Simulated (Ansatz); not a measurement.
Start from `C/C=C/O` and change one atom or group to get `B/C=C/C`.

Ansatz, PBE0-D4/def2-TZVP geometries, multiplicity 1. Each molecule was computed in one conformer, which needn't be the lowest.

| property | `C/C=C/O` |
| --- | --- |
| LUMO energy (B3LYP/def2-TZVPP) / eV | 0.74 |
| LUMO energy (PBE0/def2-TZVPP) / eV | 1.01 |
| size of the dipole moment (ωB97M-V/def2-TZVPP) / D | 1.17 |
| zero-point energy (PBE0-D4/def2-TZVP) / kJ/mol | 223.4 |
| size of the dipole moment (PBE/def2-TZVPP) / D | 1.11 |
| HOMO–LUMO gap (ωB97M-V/def2-TZVPP) / eV | 11.29 |

Problem. What does the change do to each property? (An estimate is asked.)

Solution. The calculation gave: 
```
                                          property  `B/C=C/C`  shift
               LUMO energy (B3LYP/def2-TZVPP) / eV      -1.98  -2.72
                LUMO energy (PBE0/def2-TZVPP) / eV      -1.78  -2.79
size of the dipole moment (ωB97M-V/def2-TZVPP) / D       2.09   0.92
    zero-point energy (PBE0-D4/def2-TZVP) / kJ/mol      238.8   15.4
    size of the dipole moment (PBE/def2-TZVPP) / D       2.33   1.22
           HOMO–LUMO gap (ωB97M-V/def2-TZVPP) / eV      10.38  -0.91
```

With PBE0 the HOMO falls by 1.58 eV and the LUMO falls by 2.79 eV, so the gap narrows by about 1.21 eV. PBE moves the HOMO by -1.77 eV and ωB97M-V by -1.53 eV. The zero-point energy changes by 15.4 kJ/mol with +3 modes. Dipoles are sizes alone; their direction can turn.

B3LYP here is the variant with VWN-RPA as its local correlation; programs differ in this.
